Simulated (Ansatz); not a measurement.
Predicting a hybrid from its neighbours: GeH3F (fluorogermane)

The species is GeH3F (5 atoms), meant as a singlet with charge 0. SMILES: `[F][GeH3]`. The coordinates come from a PBE0-D4/def2-TZVP relaxation.

The vertical energy of the triplet above the singlet y, in eV, basis aug-cc-pVDZ; a is the functional's share of exact exchange. Programs: Ansatz 0.2.0.

```
functional  program     a  y (eV)
      BLYP   Ansatz     0    6.79
    r2SCAN   Ansatz     0    7.03
     B3LYP   Ansatz   0.2    7.20
   r2SCAN0   Ansatz  0.25    7.36
      PBE0   Ansatz  0.25       ?
     BHLYP   Ansatz   0.5    7.72
```

Task: Fit y = c + s·a to the known rows and predict PBE0.

Result: 
1. Means of the 5 rows: a = 0.1900, y = 7.220.
2. Σ(Δa)² = 0.172, Σ(Δa·Δy) = 0.281, so the slope is 0.281/0.172 = 1.6337.
3. Intercept: 7.220 − (1.6337) × 0.1900 = 6.910. The largest residual of the fit is 0.12.
4. PBE0: 6.910 + (1.6337) × 0.25 = 7.32 eV.

The run gave 7.21 eV, so the prediction is off by +0.11 eV, within the scatter of the fit. The rows mix families of semi-local functionals, which the line can't see.
